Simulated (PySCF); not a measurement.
**Computed vibrations of PrOCl**

PrOCl (singlet in the valence; each metal's 4f electrons, 2 of them, lie in its core potential, out of spins and levels). PySCF 2.14.0, RKS PBE0, Pr lcecp-1-SVP with ECP48, O def2-SVP, Cl def2-SVP; non-relativistic Hamiltonian with scalar-relativistic core potentials where named; density fitting; no spin-orbit coupling. Central differences of gradients.

```xyz
3

Pr    0.2818    0.0000   -0.3345
O     1.8113    0.0000    0.7422
Cl   -1.9638    0.0000    1.0083
```

Run from Python with OMP_NUM_THREADS=2. Where DIIS fails, smearing, a level shift and second-order steps follow.
It took 15 s on 2 threads of Arm Neoverse V2 (shared host).

Question: What are the harmonic wavenumbers and infrared intensities?

Answer: Modes are labelled in Cs; negative numbers are unstable modes, those under 60 cm⁻¹ near the noise; a finer grid moves soft modes by up to 10 cm⁻¹.
```tsv
cm⁻¹	km/mol	symmetry
134	20.0	a'
315	68.2	a'
828	212.1	a'
```

Question: Is this a minimum?

Answer: Yes. Ideal gas at 298.15 K and 1 bar: S = 311.1 J/(mol K), Cp = 50.7 J/(mol K), H − H(0 K) = 12.9 kJ/mol (rigid rotor, harmonic modes, spin degeneracy alone, that of the 4f electrons in the core included).

An lcecp potential fixes the number of 4f electrons, so in runs with it no electron can move into or out of that shell.
